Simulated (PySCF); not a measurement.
# Spinor energies of Yb(47+) (ytterbium, charge +47)

Start: [Ar] 3d5; 3d3/2 filled at m_j = -3/2, -1/2, +1/2, +3/2; 3d5/2 filled at m_j = +5/2. Calculated with PySCF 2.14 in an even-tempered Gaussian basis (15 s from 12 bohr⁻², ratio 2.8; 12 p from 15 bohr⁻², ratio 2.8; 8 d from 15 bohr⁻², ratio 2.8; 3 f from 51 bohr⁻², ratio 3): generalised Hartree-Fock with the X2C-1e Hamiltonian and a Gaussian nucleus; one run each with spin-orbit coupling (SO) switched off, then screened by Boettger's factors.

```json
{"spinor shell": "1s1/2", "electrons": "2", "ε, spin-free (eV)": "-64442.4", "ε, screened SO (eV)": "-64423.0", "weight of nominal j (screened SO)": "1.000", "rms radius, screened SO (bohr)": "0.0223"}
{"spinor shell": "2s1/2", "electrons": "2", "ε, spin-free (eV)": "-13296.4", "ε, screened SO (eV)": "-13288.6", "weight of nominal j (screened SO)": "1.000", "rms radius, screened SO (bohr)": "0.0896"}
{"spinor shell": "2p1/2", "electrons": "2", "ε, spin-free (eV)": "-12051.3", "ε, screened SO (eV)": "-12809.7", "weight of nominal j (screened SO)": "1.000", "rms radius, screened SO (bohr)": "0.0764"}
{"spinor shell": "2p3/2", "electrons": "4", "ε, spin-free (eV)": "-12051.3", "ε, screened SO (eV)": "-11730.2", "weight of nominal j (screened SO)": "1.000", "rms radius, screened SO (bohr)": "0.0831"}
{"spinor shell": "3s1/2", "electrons": "2", "ε, spin-free (eV)": "-4865.9", "ε, screened SO (eV)": "-4863.5", "weight of nominal j (screened SO)": "1.000", "rms radius, screened SO (bohr)": "0.223"}
{"spinor shell": "3p1/2", "electrons": "2", "ε, spin-free (eV)": "-4479.0", "ε, screened SO (eV)": "-4674.0", "weight of nominal j (screened SO)": "0.999", "rms radius, screened SO (bohr)": "0.212"}
{"spinor shell": "3p3/2", "electrons": "4", "ε, spin-free (eV)": "-4479.0", "ε, screened SO (eV)": "-4394.8", "weight of nominal j (screened SO)": "1.000", "rms radius, screened SO (bohr)": "0.226"}
{"spinor shell": "3d3/2", "electrons": "4", "ε, spin-free (eV)": "-4098.7", "ε, screened SO (eV)": "-4115.6", "weight of nominal j (screened SO)": "0.988", "rms radius, screened SO (bohr)": "0.195"}
{"spinor shell": "3d5/2", "electrons": "1", "ε, spin-free (eV)": "-4098.7", "ε, screened SO (eV)": "-4057.7", "weight of nominal j (screened SO)": "1.000", "rms radius, screened SO (bohr)": "0.198"}
```

| quantity | spin-free | screened SO |
| --- | --- | --- |
| E (hartree) | -12211.55091 | -12226.94568 |
| M_J | 5/2 | 5/2 |
| ⟨J²⟩ | 8.750 | 8.753 |
| ⟨L²⟩ | 0.000 | 5.785 |
| ⟨S²⟩ | 8.750 | 3.008 |

Each row is a mean over spinors that exchange with the open shell spreads, by up to 31.630 eV (3p3/2).

Breit and QED terms are absent; they matter most for the inner s and p1/2 levels.

Densities and radii are taken from the X2C orbitals without a picture-change correction, which distorts them close to the nucleus.

Without spin-orbit coupling the j labels of p, d and f shells carry no meaning; the spin-free column gives the mean over the occupied spinors of each nl shell.
